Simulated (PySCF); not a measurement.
Ti(OH)2(H)2 (H4O2Ti), SMILES [TiH2]([OH])[OH], multiplicity 1.

The structure is a stationary point at B3LYP-D3(BJ)/def2-TZVP. The multiplicity is an assumed one; other spin states were not compared. Other conformers were not sampled.

All values below come from PySCF 2.14.0 with TDDFT-PBE0/def2-SVPD.

Vertical excitations. The molecule is in vacuum. State labels are in the subgroup C2v.

Computed lowest excited states:
```tsv
state	symmetry	energy (eV)	λ (nm)	f	main pairs
S1	B2	3.51	353	0.000	HOMO→LUMO 98 %
S2	B1	4.33	287	0.001	HOMO→LUMO+1 98 %
S3	A1	4.35	285	0.013	HOMO−1→LUMO 96 %
S4	A2	4.72	263	0.000	HOMO−1→LUMO+1 99 %
S5	A2	5.06	245	0.000	HOMO→LUMO+4 97 %
S6	B2	5.20	239	0.004	HOMO→LUMO+2 87 %
S7	B1	5.56	223	0.018	HOMO−1→LUMO+4 99 %
S8	A1	5.61	221	0.001	HOMO−1→LUMO+2 54 %, HOMO→LUMO+3 41 %
S9	B2	5.99	207	0.000	HOMO−2→LUMO 94 %
S10	B1	6.13	202	0.009	HOMO−3→LUMO 88 %
T1	B2	3.06	405	0	HOMO→LUMO 98 %
T2	A1	3.66	339	0	HOMO−1→LUMO 99 %
T3	B1	3.79	327	0	HOMO→LUMO+1 97 %
T4	A1	4.18	297	0	HOMO→LUMO+3 85 %
```
Triplets are in the Tamm–Dancoff approximation, which puts them higher than full response would, so one can lie above its singlet here.
